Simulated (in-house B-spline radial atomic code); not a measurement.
Configurations of the oxygen ion O²⁺, with energies counted from [He] 2s2 2p2. All numbers are computed (non-relativistic B3LYP, spin-polarised, spherical fractional occupations; point nucleus) with a B-spline radial code for spherical atoms, not measured. Shells without spins written out take the highest spin.

Caution: exact exchange at fractional occupations of open shells leaves self-interaction of up to several eV.

Occupations are held fixed; configurations that lie above the ionisation limit could autoionise.

```csv
configuration,E - E(ref) (eV),highest orbital,its <r> (bohr)
"[He] 2s(1 up, 0 down) 2p(0 up, 3 down)",14.345,2p down,0.9923
"[He] 2s2 2p(1 up, 0 down) 3s(0 up, 1 down)",33.88,3s down,2.885
[He] 2s2 2p1 3p1,37.495,3p up,3.082
[He] 2s1 2p2 3p1,46.004,3p up,3.084
"[He] 2s(0 up, 1 down) 2p(2 up, 0 down) 3s(0 up, 1 down)",48.671,3s down,2.893
```

Task: Order these further configurations by energy, lowest first.
A. [He] 2s1 2p2 3d1
B. [He] 2s2 2p1 3s1
C. [He] 2s2 2p1 3d1
D. [He] 2s(1 up, 0 down) 2p(0 up, 2 down) 3d(1 up, 0 down)
E. [He] 2s1 2p3

Result: E (6.415 eV), B (33.625 eV), C (41.424 eV), A (49.886 eV), D (56.329 eV).

Task: How far above the reference does [He] 2s1 2p2 3s1 lie?

Result: 42.131 eV; its least bound orbital is 3s up with <r> = 2.85 bohr.
